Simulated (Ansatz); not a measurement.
C3HBrCl2, SMILES ClC(Cl)=C=CBr.

Coordinates come from a TPSSh-D3(BJ)/def2-SVP optimisation. The structure was generated by enumeration, and PubChem lists no compound with its InChIKey, so it may never have been made.

Two levels are set side by side: PBE/def2-SVPD (Ansatz, a program for electronic structure) and CAM-B3LYP/def2-SVPD (Ansatz). Energy differences of separate SCF runs at the same geometry; the states with an electron removed or added have multiplicity 2 and 2. Differences are taken from unrounded values.

| quantity | CAM-B3LYP |
|---|---|
| vertical ionisation energy (eV) | 9.78 |
| vertical singlet–triplet gap (eV) | 3.76 |

Q: What does PBE give, and how far is it from CAM-B3LYP? (Estimate from the structure and the level; the computed values follow.)

A: 
| quantity | PBE | PBE minus CAM-B3LYP |
|---|---|---|
| vertical ionisation energy (eV) | 9.34 | -0.44 |
| vertical singlet–triplet gap (eV) | 3.60 | -0.16 |
